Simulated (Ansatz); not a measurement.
Gas-phase electronic energies from Ansatz, PBE0-D4/def2-TZVP geometries. CCSD(T)/CBS is the MP2 limit (def2-TZVPP, def2-QZVPP) plus CCSD(T) − MP2 in def2-TZVPP, frozen cores. This one scheme is used for every species. Functionals use def2-TZVPP. One conformer a species, not always the lowest.

Reaction (ligand exchange at the Si–F bond): `F[Si](Cl)(Cl)S[SiH2]Cl` + HCl → `Cl[SiH2]S[Si](Cl)(Cl)Cl` + H–F

```
        level  ΔE (eV)
      PBE0-D4     0.42
      ωB97M-V     0.52
HF/def2-TZVPP     0.72
HF/def2-QZVPP     0.74
```

Question: What does CCSD(T)/CBS give? (An estimate is asked.)

Answer: Ansatz gave: +0.47 eV. The listed levels differ from it by -0.05, 0.05, 0.25, 0.27 eV.

Largest T1 diagnostic among the species: 0.011.

In def2-TZVPP, CCSD(T) changes the Hartree–Fock value by −0.18 eV (the triples alone add −0.04 eV) and MP2 by −0.28 eV. The D4 term adds −0.12 eV with B3LYP and −0.07 eV with PBE0; it sums over pairs of atoms, weighted by their polarisabilities, and B3LYP, whose exchange is more repulsive, gets the larger term.

B3LYP here is the variant with VWN-RPA as its local correlation; programs differ in this.
